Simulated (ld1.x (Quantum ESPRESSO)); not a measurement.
# Sb, TM: configuration errors across variants

* Element: Sb
* Generator: ld1.x (Quantum ESPRESSO) 7.5
* Type: norm-conserving Troullier–Martins (Kleinman–Bylander form)
* Functional: LDA (PZ)
* Relativity: fully relativistic
* Frozen core: [Kr] 4d10
* Valence charge: 5
* Reference configuration: 5s2 5p1 (charge +2)
* Partial waves: 5s (bound): rc 1.70 bohr; 5p (bound): rc 2.20 bohr
* Local potential: the p channel
* Core correction: none

Open shells are filled in proportion to 2j + 1 (rel_dist='average').

All-electron excitation energies from the reference (eV): (1) 5s2 5p3 -24.813; (2) 5s2 5p2 -16.275; (3) 5s2 5p0 24.812; (4) 5s2 5p2.5 -21.450; (5) 5s1 5p4 -16.632; (6) 5s2 5p3.3 -26.025; (7) 5s1 5p3 -7.485.

4 further variants failed, have other tests or another functional or relativity, and are left out.

A true bound ghost makes a file unfit for plane-wave use even where its test errors are small: the radial tests pick states by their node count and pass the ghost by.

The file “base” misses its own reference levels by 0.6 eV. The file “core correction a·sin(br)/r model core inside 1.30 bohr” misses its own reference levels by 0.6 eV. The file “all radii scaled by about 0.83 (s 1.42, p 1.82 bohr)” misses its own reference levels by 0.6 eV. The file “wave 5s (bound): rc 1.70 bohr becomes 5s (bound): rc 1.82 bohr” misses its own reference levels by 0.6 eV. The file “wave 5p (bound): rc 2.20 bohr becomes 5p (bound): rc 1.92 bohr” misses its own reference levels by 0.6 eV.

Errors AE − PS in meV (a dash: test not solved or not reliable):

```csv
change,(1),(2),(3),(4),(5),(6),(7),bound ghosts
base,+30,+8.1,+61,+20,+12,+34,-4.2,none
core correction a·sin(br)/r model core inside 1.30 bohr,-45,-22,-8.7,-34,-49,-50,-33,none
"all radii scaled by about 0.83 (s 1.42, p 1.82 bohr)",+1.7,-7.8,+67,-3.6,-1.0,+4.0,-15,s
wave 5s (bound): rc 1.70 bohr becomes 5s (bound): rc 1.82 bohr,+29,+7.7,+60,+19,+11,+33,-4.3,none
wave 5p (bound): rc 2.20 bohr becomes 5p (bound): rc 1.92 bohr,+49,+14,+98,+32,+6.6,+56,-13,none
```

Task: Give the same row for: local potential all-electron potential smoothed inside 2.10 bohr (lloc = -1).

Result: +65, +24, +51, +45, +59, +75, +24; bound ghosts: d.
